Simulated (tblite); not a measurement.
Record of a relaxation.

C6H11BN2.
Numbering: `[H]/[N:1]=[CH:2]\[C:3]#[C:4][C@@H:5]1[CH2:6][CH2:7][B@@H-:8]1[NH3+:9]` (hydrogens: H10 on N1; H11 on C2; H12 on C5; H13, H14 on C6; H15, H16 on C7; H17 on B8; H18, H19, H20 on N9)
Bond orders are those of one Lewis drawing.

Computed with GFN2-xTB (tblite), gas phase: L-BFGS steps from a force-field or distance-geometry start until the largest atomic force falls under 0.01 eV/Å. 8 of its 149 geometries are shown.

Step 0: E = -690.1453 eV, largest atomic force 4.809 eV/Å
```
atom  x, y, z in Å  |  force x, y, z in eV/Å
N1      4.422    0.924   -0.416   -0.632   0.727  -0.976
C2      3.281    1.211   -0.984    0.922  -2.770   3.822
C3      2.114    0.594   -0.382    0.872   1.266  -1.494
C4      1.136    0.087    0.105   -0.271  -1.203   0.964
C5     -0.008   -0.561    0.728    3.412   1.262  -0.974
C6     -0.755   -1.562   -0.110   -0.021  -2.116   1.073
C7     -1.989   -1.116    0.675   -0.811   0.125  -0.027
B8     -1.283    0.341    0.700   -1.480  -0.271   3.095
N9     -1.673    1.049   -0.568   -2.035   1.533  -1.821
H10     4.479    0.296    0.422   -0.787   0.699  -1.066
H11     3.249    1.849   -1.821   -0.015   0.447  -0.652
H12     0.152   -0.968    1.754    0.449   0.340  -0.922
H13    -0.417   -2.593    0.123   -0.236   0.164  -0.577
H14    -0.789   -1.425   -1.190    0.089   0.150   0.166
H15    -1.943   -1.544    1.708   -0.684  -0.032  -1.194
H16    -2.943   -1.181    0.163   -0.444  -0.718   0.266
H17    -1.480    0.950    1.692   -0.157   0.826  -0.029
H18    -1.610    0.429   -1.397    0.329   0.456   0.515
H19    -1.235    1.967   -0.733    0.126  -0.591  -0.060
H20    -2.712    1.262   -0.474    1.374  -0.297  -0.108
```

Step 21: E = -691.4817 eV, largest atomic force 0.139 eV/Å
```
atom  x, y, z in Å  |  force x, y, z in eV/Å
N1      4.486    0.995   -0.445    0.093   0.032  -0.046
C2      3.341    1.159   -0.960    0.019  -0.026   0.035
C3      2.127    0.599   -0.510   -0.101   0.027   0.012
C4      1.154    0.087   -0.001    0.013  -0.047  -0.014
C5      0.030   -0.478    0.674   -0.013   0.008   0.059
C6     -0.777   -1.612   -0.001    0.040  -0.008  -0.029
C7     -2.087   -1.163    0.670    0.024  -0.055  -0.041
B8     -1.417    0.303    0.866    0.064   0.057  -0.061
N9     -1.703    1.102   -0.532    0.026   0.032   0.002
H10     4.516    0.374    0.366   -0.115   0.050  -0.059
H11     3.294    1.816   -1.829   -0.011  -0.047   0.001
H12     0.391   -0.840    1.639   -0.017  -0.028   0.067
H13    -0.431   -2.628    0.197   -0.010   0.034   0.062
H14    -0.816   -1.485   -1.085    0.039  -0.048  -0.048
H15    -2.237   -1.707    1.600   -0.038  -0.025   0.007
H16    -2.981   -1.301    0.060   -0.045  -0.007  -0.010
H17    -1.620    1.042    1.768   -0.019  -0.042  -0.011
H18    -1.492    0.461   -1.293    0.016  -0.001   0.039
H19    -1.100    1.915   -0.607   -0.016   0.037   0.022
H20    -2.682    1.371   -0.579    0.052   0.055   0.012
```

Step 42: E = -691.5640 eV, largest atomic force 0.167 eV/Å
```
atom  x, y, z in Å  |  force x, y, z in eV/Å
N1      4.287    1.066   -0.618   -0.057   0.012   0.005
C2      3.129    1.114   -1.131   -0.005  -0.003  -0.045
C3      1.935    0.634   -0.546    0.105  -0.052  -0.012
C4      1.095    0.062    0.118    0.064   0.017  -0.043
C5      0.014   -0.529    0.831    0.075  -0.038  -0.036
C6     -0.694   -1.719    0.137   -0.072  -0.036  -0.051
C7     -2.107   -1.202    0.453   -0.079   0.109   0.057
B8     -1.449    0.234    0.870   -0.160   0.027  -0.041
N9     -1.480    1.247   -0.420   -0.021   0.058   0.113
H10     4.316    0.633    0.308   -0.023   0.057  -0.070
H11     3.059    1.558   -2.128   -0.033  -0.041   0.120
H12     0.385   -0.824    1.813   -0.051  -0.014   0.074
H13    -0.438   -2.694    0.550   -0.010  -0.021   0.011
H14    -0.491   -1.747   -0.936    0.024   0.022  -0.009
H15    -2.551   -1.737    1.296    0.079  -0.001  -0.080
H16    -2.820   -1.286   -0.376    0.135   0.067   0.063
H17    -1.778    0.839    1.837   -0.017   0.010  -0.097
H18    -1.241    0.713   -1.252    0.056   0.000   0.071
H19    -0.783    1.974   -0.267    0.001  -0.108  -0.070
H20    -2.394    1.675   -0.542   -0.010  -0.066   0.042
```

Step 63: E = -691.5956 eV, largest atomic force 0.085 eV/Å
```
atom  x, y, z in Å  |  force x, y, z in eV/Å
N1      4.182    1.220   -0.743    0.041  -0.001  -0.009
C2      3.010    1.056   -1.196    0.039   0.072   0.023
C3      1.910    0.512   -0.507   -0.047  -0.029   0.025
C4      1.106   -0.017    0.232    0.031   0.053  -0.007
C5      0.007   -0.577    0.936   -0.032  -0.047   0.011
C6     -0.683   -1.744    0.185   -0.075  -0.029  -0.016
C7     -2.099   -1.161    0.341   -0.042  -0.023   0.004
B8     -1.449    0.223    0.891    0.018   0.001  -0.003
N9     -1.363    1.275   -0.348    0.002   0.018  -0.035
H10     4.302    0.893    0.217    0.008   0.032  -0.021
H11     2.833    1.386   -2.219    0.009  -0.026  -0.017
H12     0.321   -0.877    1.936    0.010   0.008   0.025
H13    -0.530   -2.718    0.648    0.014  -0.002  -0.034
H14    -0.353   -1.800   -0.855   -0.034  -0.043   0.022
H15    -2.683   -1.725    1.067    0.013   0.004  -0.004
H16    -2.676   -1.153   -0.588    0.012   0.010   0.015
H17    -1.848    0.789    1.851    0.002   0.024  -0.006
H18    -1.105    0.731   -1.167    0.029   0.005  -0.015
H19    -0.634    1.961   -0.169   -0.014  -0.012   0.009
H20    -2.254    1.737   -0.511    0.018  -0.015   0.035
```

Step 85: E = -691.6071 eV, largest atomic force 0.132 eV/Å
```
atom  x, y, z in Å  |  force x, y, z in eV/Å
N1      4.161    1.356   -0.786    0.057  -0.001   0.034
C2      3.000    1.046   -1.184   -0.129   0.012  -0.024
C3      1.948    0.458   -0.451   -0.017  -0.009   0.011
C4      1.113   -0.076    0.248    0.018  -0.016  -0.013
C5     -0.001   -0.634    0.937    0.004   0.009  -0.020
C6     -0.730   -1.776    0.181   -0.007   0.000   0.001
C7     -2.126   -1.147    0.334    0.012   0.024   0.018
B8     -1.431    0.217    0.884    0.017  -0.006   0.010
N9     -1.303    1.274   -0.349    0.009  -0.006   0.024
H10     4.342    1.124    0.190   -0.003   0.013   0.021
H11     2.771    1.275   -2.226    0.028  -0.020  -0.014
H12     0.298   -0.946    1.939   -0.007   0.017  -0.019
H13    -0.612   -2.754    0.647    0.012  -0.018   0.000
H14    -0.403   -1.856   -0.857   -0.011   0.018  -0.001
H15    -2.725   -1.688    1.063   -0.016  -0.005   0.000
H16    -2.702   -1.118   -0.593    0.003  -0.003  -0.006
H17    -1.818    0.806    1.836    0.014  -0.018  -0.004
H18    -0.997    0.757   -1.170   -0.009  -0.009   0.014
H19    -0.596    1.964   -0.116    0.035   0.032  -0.012
H20    -2.193    1.729   -0.529   -0.012  -0.015  -0.020
```

Step 106: E = -691.6208 eV, largest atomic force 0.054 eV/Å
```
atom  x, y, z in Å  |  force x, y, z in eV/Å
N1      4.050    1.530   -0.705   -0.049  -0.010  -0.005
C2      2.999    1.020   -1.200    0.049   0.013   0.019
C3      1.949    0.382   -0.512   -0.010  -0.003   0.001
C4      1.135   -0.170    0.200   -0.010  -0.009  -0.018
C5      0.019   -0.708    0.895   -0.023   0.005   0.007
C6     -0.795   -1.790    0.144   -0.003  -0.008   0.004
C7     -2.151   -1.102    0.386    0.004   0.008   0.000
B8     -1.364    0.223    0.903    0.011  -0.006   0.019
N9     -1.224    1.253   -0.349   -0.002   0.004  -0.004
H10     4.119    1.435    0.310   -0.008   0.002  -0.047
H11     2.887    1.096   -2.283    0.022  -0.013   0.043
H12     0.322   -1.050    1.885    0.004   0.007   0.001
H13    -0.696   -2.790    0.565   -0.001  -0.009  -0.002
H14    -0.530   -1.842   -0.914    0.012   0.004  -0.005
H15    -2.729   -1.621    1.149    0.014  -0.008  -0.010
H16    -2.780   -1.045   -0.505    0.009   0.014   0.019
H17    -1.674    0.837    1.866   -0.006  -0.008  -0.004
H18    -0.854    0.713   -1.127   -0.003   0.017  -0.011
H19    -0.562    1.990   -0.119   -0.011  -0.010  -0.011
H20    -2.126    1.650   -0.594    0.003   0.010   0.006
```

Step 127: E = -691.6245 eV, largest atomic force 0.026 eV/Å
```
atom  x, y, z in Å  |  force x, y, z in eV/Å
N1      3.922    1.674   -0.739    0.008  -0.021   0.013
C2      2.994    0.953   -1.216    0.015   0.009  -0.004
C3      1.968    0.297   -0.510   -0.012   0.001  -0.006
C4      1.145   -0.234    0.206    0.004  -0.002  -0.006
C5      0.020   -0.753    0.901    0.000  -0.010  -0.004
C6     -0.816   -1.810    0.138    0.003  -0.003   0.002
C7     -2.152   -1.079    0.363    0.017  -0.002   0.000
B8     -1.336    0.215    0.914   -0.015   0.002  -0.007
N9     -1.161    1.273   -0.311   -0.007   0.001   0.002
H10     3.911    1.739    0.280    0.003   0.017  -0.009
H11     2.974    0.845   -2.301    0.003  -0.001   0.002
H12     0.316   -1.104    1.889    0.000   0.002  -0.001
H13    -0.755   -2.812    0.561   -0.003  -0.005  -0.011
H14    -0.539   -1.869   -0.916    0.015  -0.004   0.013
H15    -2.763   -1.593    1.103   -0.009   0.007   0.003
H16    -2.757   -0.984   -0.541   -0.006   0.003   0.007
H17    -1.642    0.813    1.889   -0.001  -0.002  -0.003
H18    -0.792    0.753   -1.105   -0.008  -0.002   0.004
H19    -0.488    1.990   -0.055    0.004   0.002   0.001
H20    -2.052    1.696   -0.553   -0.012   0.007   0.004
```

Step 148: E = -691.6263 eV, largest atomic force 0.010 eV/Å
```
atom  x, y, z in Å  |  force x, y, z in eV/Å
N1      3.965    1.645   -0.733    0.002  -0.003   0.002
C2      3.030    0.936   -1.214   -0.005   0.000  -0.002
C3      1.975    0.316   -0.517    0.000  -0.001  -0.002
C4      1.140   -0.208    0.190    0.002  -0.008   0.006
C5      0.020   -0.732    0.890    0.002   0.000  -0.001
C6     -0.804   -1.805    0.137    0.005   0.003   0.001
C7     -2.150   -1.091    0.361   -0.001  -0.003   0.001
B8     -1.352    0.213    0.913    0.004   0.004   0.001
N9     -1.204    1.283   -0.305   -0.003  -0.001  -0.001
H10     3.933    1.740    0.282   -0.001   0.004   0.001
H11     3.033    0.803   -2.296   -0.003   0.000   0.004
H12     0.326   -1.075    1.879    0.001   0.003   0.000
H13    -0.731   -2.804    0.567    0.005   0.001  -0.004
H14    -0.524   -1.869   -0.916   -0.006  -0.001  -0.002
H15    -2.756   -1.611    1.099   -0.003  -0.005   0.001
H16    -2.756   -1.004   -0.543    0.000   0.002  -0.001
H17    -1.663    0.798    1.893    0.001   0.004   0.001
H18    -0.888    0.766   -1.121   -0.003   0.002  -0.001
H19    -0.503    1.981   -0.070    0.003  -0.003   0.001
H20    -2.096    1.730   -0.498   -0.001   0.004  -0.005
```

Q: Summarise the path.

A: The energy falls by 142.90 kJ/mol from step 0 to step 148; nine tenths of that is first reached at step 20. It falls at every step. The largest force goes from 4.809 to 0.010 eV/Å. Among the bonds B8–N9 changes most, from 1.503 to 1.628 Å; the atoms move by 0.721 Å rms after alignment.

Q: Follow the three bonds and two angles with the largest change from start to end.

A: 
```
step  E above end (kJ/mol)  largest force (eV/Å)  B8–N9 (Å)  C5–B8 (Å)  N9–H20 (Å)  C5–B8–N9 (°)  N1–C2–C3 (°)
   0                142.90                 4.809      1.503      1.561       1.065         120.0         115.4
   6                 29.90                 0.492      1.649      1.640       1.018         111.3         127.4
  13                 18.46                 0.241      1.655      1.657       1.018         109.9         125.7
  19                 14.69                 0.181      1.624      1.657       1.015         107.5         126.6
  26                 12.95                 0.136      1.622      1.654       1.015         106.5         127.4
  32                 10.78                 0.166      1.639      1.652       1.016         105.9         126.2
  39                  6.91                 0.227      1.635      1.664       1.016         106.3         126.5
  45                  5.24                 0.080      1.628      1.657       1.016         107.0         125.9
  51                  4.30                 0.094      1.631      1.656       1.014         106.5         125.8
  58                  3.47                 0.131      1.630      1.661       1.016         106.6         126.7
  64                  2.84                 0.067      1.629      1.662       1.016         106.5         126.9
  71                  2.39                 0.041      1.628      1.661       1.016         106.7         127.7
  77                  2.20                 0.042      1.628      1.662       1.015         106.6         128.4
  84                  1.89                 0.052      1.629      1.664       1.016         106.7         128.5
  90                  1.68                 0.061      1.629      1.663       1.016         107.1         128.5
  97                  1.32                 0.110      1.629      1.667       1.015         106.5         128.4
 103                  0.66                 0.075      1.627      1.666       1.015         106.4         127.9
 109                  0.47                 0.022      1.628      1.666       1.016         106.3         127.6
 116                  0.40                 0.034      1.630      1.667       1.016         106.3         127.6
 122                  0.27                 0.033      1.631      1.666       1.016         106.3         127.5
 129                  0.14                 0.025      1.629      1.666       1.016         106.5         127.6
 135                  0.09                 0.021      1.628      1.666       1.016         106.6         127.7
 142                  0.04                 0.026      1.628      1.666       1.015         106.6         127.6
 148                  0.00                 0.010      1.628      1.665       1.016         106.8         127.7
```

The cost below is that of the whole relaxation. The run took 0.87 s wall on Arm Neoverse V2, one thread, no GPU, shared host with 96 logical CPUs at a one-minute load of 48.
